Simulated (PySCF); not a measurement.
PySCF input for GeH3O3, SMILES [Ge]([OH])([OH])[OH], multiplicity 2, PBE-D3(BJ)/def2-SVP. The structure is a stationary point at PBE-D3(BJ)/def2-SVP. The isomer is the one that the SMILES or the coordinates give; other isomers of the formula were not compared. One conformer was computed; it need not be the lowest.

```python
import numpy as np
from pyscf import gto, scf, dft, df
from pyscf.hessian import thermo

mol = gto.M(
    atom='''
    O     1.25426736    1.09785716   -0.39394420
    Ge   -0.00000000    0.00000000    0.31034067
    O     0.32363852   -1.63515597   -0.39394420
    O    -1.57790586    0.53729881   -0.39394420
    H     2.14772859    0.77885245   -0.15874693
    H    -0.39935829   -2.24941374   -0.15874694
    H    -1.74837029    1.47056129   -0.15874694
    ''',
    basis='def2-SVP',
    charge=0,
    spin=1,
    max_memory=1600,
    verbose=3,
)
mf = dft.UKS(mol, xc='pbe').density_fit(auxbasis='def2-universal-jkfit')
mf.disp = 'd3bj'
mf.grids.level = 3
mf.conv_tol = 1e-11
mf.max_cycle = 100
mf.kernel()
fine, coarse = mf.grids, dft.Grids(mol).set(level=1).build(with_non0tab=True)
for _ in range(3):  # follow internal instabilities
    mf.grids = coarse
    mo, _, stable, _ = mf.stability(return_status=True, nroots=4)
    mf.grids = fine
    if stable:
        break
    mf.kernel(mf.make_rdm1(mo, mf.mo_occ))

# [left out here: the lines that compute and print the analytic Hessian (its translational invariance restored by hand, since the grid's response is missing), thermochemistry and intensities]
```

Program output:

```

WARN: HOMO -0.217251110804812 >= LUMO -0.217251110804805

converged SCF energy = -2303.53044307698  <S^2> = 0.75155556  2S+1 = 2.001555
<class 'pyscf.df.df_jk.DFUKS'> wavefunction is stable in the internal stability analysis

WARN: DFTD3 does not support analytical Hessian, using finite difference


WARN: Mole.unit (angstrom) is changed to Bohr

Mode                                 0                   1                   2
Irrep
Freq [cm^-1]                      115.5437            115.8561            194.0896
Reduced mass [au]                   1.3869              1.3883              1.0557
Force const [Dyne/A]                0.0109              0.0110              0.0234
Char temp [K]                     166.2416            166.6911            279.2517
Normal mode                   x     y     z       x     y     z       x     y     z
       0   O                -0.04 -0.00  0.00    0.06 -0.06  0.02   -0.01  0.02  0.01
       1  Ge                -0.02 -0.02 -0.00   -0.02  0.02 -0.00   -0.00 -0.00  0.01
       2   O                 0.07  0.00 -0.02    0.06  0.04 -0.01    0.03 -0.00  0.01
       3   O                 0.01  0.09  0.02   -0.03 -0.01 -0.01   -0.01 -0.02  0.02
       4   H                -0.03 -0.13 -0.21    0.04 -0.47 -0.43    0.01 -0.29 -0.48
       5   H                 0.42 -0.22  0.48    0.13 -0.02  0.03   -0.25  0.14 -0.48
       6   H                 0.27  0.21 -0.27   -0.30 -0.17  0.40    0.25  0.15 -0.48
Mode                                 3                   4                   5
Irrep
Freq [cm^-1]                      240.6248            240.7279            246.1402
Reduced mass [au]                   2.8375              2.8318             14.9829
Force const [Dyne/A]                0.0968              0.0967              0.5348
Char temp [K]                     346.2055            346.3538            354.1409
Normal mode                   x     y     z       x     y     z       x     y     z
       0   O                -0.05 -0.03 -0.06   -0.08  0.11  0.03    0.05  0.05  0.10
       1  Ge                -0.02 -0.02 -0.00    0.02 -0.02  0.00    0.00  0.00 -0.07
       2   O                 0.12 -0.02  0.06   -0.07 -0.05  0.03    0.02 -0.07  0.09
       3   O                 0.03  0.12  0.00    0.07  0.04 -0.07   -0.07  0.02  0.09
       4   H                -0.03  0.13  0.10   -0.02 -0.06 -0.42    0.02 -0.05  0.06
       5   H                -0.10  0.06 -0.41   -0.09  0.00  0.12   -0.05  0.00  0.07
       6   H                -0.01  0.04  0.32   -0.12 -0.09  0.29    0.03  0.04  0.06
Mode                                 6                   7                   8
Irrep
Freq [cm^-1]                      619.4448            652.8036            652.8115
Reduced mass [au]                  11.5738             14.2594             14.2613
Force const [Dyne/A]                2.6166              3.5803              3.5808
Char temp [K]                     891.2432            939.2391            939.2504
Normal mode                   x     y     z       x     y     z       x     y     z
       0   O                -0.09 -0.08  0.05    0.12  0.11 -0.07   -0.02 -0.01  0.01
       1  Ge                -0.00  0.00 -0.04   -0.05 -0.03  0.00   -0.03  0.05  0.00
       2   O                -0.02  0.12  0.05   -0.02  0.06  0.03    0.03 -0.15 -0.06
       3   O                 0.12 -0.04  0.05    0.09 -0.03  0.04    0.12 -0.04  0.06
       4   H                -0.08 -0.06  0.01    0.07 -0.01 -0.01   -0.05 -0.07  0.04
       5   H                -0.01  0.10  0.01    0.05 -0.04 -0.03   -0.02 -0.08 -0.03
       6   H                 0.09 -0.04  0.01    0.08 -0.04  0.04   -0.02 -0.05 -0.01
Mode                                 9                  10                  11
Irrep
Freq [cm^-1]                      841.3342            852.7898            852.8233
Reduced mass [au]                   1.0839              1.1150              1.1150
Force const [Dyne/A]                0.4521              0.4777              0.4778
Char temp [K]                    1210.4926           1226.9747           1227.0229
Normal mode                   x     y     z       x     y     z       x     y     z
       0   O                 0.01 -0.03  0.02   -0.02  0.03 -0.01    0.01 -0.04  0.02
       1  Ge                 0.00  0.00 -0.01    0.01  0.01  0.00   -0.01  0.01  0.00
       2   O                -0.03  0.01  0.03   -0.05  0.00  0.03   -0.01 -0.01 -0.00
       3   O                 0.02  0.02  0.02   -0.01 -0.01 -0.02   -0.02 -0.04 -0.02
       4   H                 0.23  0.42 -0.27   -0.22 -0.38  0.25    0.25  0.43 -0.30
       5   H                 0.25 -0.42 -0.27    0.32 -0.57 -0.38    0.07 -0.11 -0.06
       6   H                -0.48 -0.01 -0.27    0.21 -0.00  0.14    0.63 -0.00  0.36
Mode                                12                  13                  14
Irrep
Freq [cm^-1]                     3704.5392           3704.5546           3706.4489
Reduced mass [au]                   1.0665              1.0665              1.0672
Force const [Dyne/A]                8.6234              8.6235              8.6380
Char temp [K]                    5330.0072           5330.0293           5332.7547
Normal mode                   x     y     z       x     y     z       x     y     z
       0   O                -0.03  0.01 -0.01   -0.03  0.01 -0.01   -0.03  0.01 -0.01
       1  Ge                 0.00  0.00  0.00   -0.00  0.00 -0.00    0.00  0.00 -0.00
       2   O                 0.01  0.01 -0.00   -0.03 -0.03  0.01    0.03  0.02 -0.01
       3   O                -0.01  0.04  0.01    0.00 -0.02 -0.00    0.01 -0.03 -0.01
       4   H                 0.55 -0.19  0.14    0.47 -0.16  0.12    0.52 -0.17  0.13
       5   H                -0.10 -0.09  0.03    0.57  0.50 -0.18   -0.41 -0.36  0.13
       6   H                 0.14 -0.71 -0.17   -0.05  0.26  0.06   -0.11  0.53  0.13
temperature 298.1500 [K]
pressure 101325.00 [Pa]
Rotational constants [GHz] 5.67774 5.67774 3.38858
Symmetry number 3
Zero-point energy (ZPE) 0.03814 [Eh]   100130.619 [J/mol]
                           tot       elec      trans        rot        vib
Entropy [J/mol/K]       337.163      5.763    168.828     97.516     65.057
Cv [J/mol/K]             90.221      0.000     12.472     12.472     65.278
Cp [J/mol/K]             98.536      0.000     20.786     12.472     65.278
Internal energy [J/mol]                      3718.434   3718.434 110851.672
Internal energy [Eh]   -2303.48539  -2303.53044
Enthalpy [J/mol]                             6197.391   3718.434 110851.672
Enthalpy [Eh]          -2303.48445
Gibbs free energy [J/mol]                  -44138.596 -25355.897  91455.033
Gibbs free energy [Eh] -2303.52273
mode   freq/cm-1   IR/(km/mol)
   1      115.54        38.961
   2      115.86        38.934
   3      194.09       191.292
   4      240.62        10.723
   5      240.73        10.762
   6      246.14        19.515
   7      619.44        17.147
   8      652.80        97.430
   9      652.81        97.414
  10      841.33        48.425
  11      852.79       109.891
  12      852.82       109.900
  13     3704.54       101.614
  14     3704.55       101.626
  15     3706.45         0.008
max |gradient| / (hartree/bohr): 7.377227923947986e-05
APT charges: [-0.6398  1.1296 -0.6397 -0.6397  0.2632  0.2632  0.2632]
```

Self-consistency was reached.

Cost: around 90 core-seconds (rough).
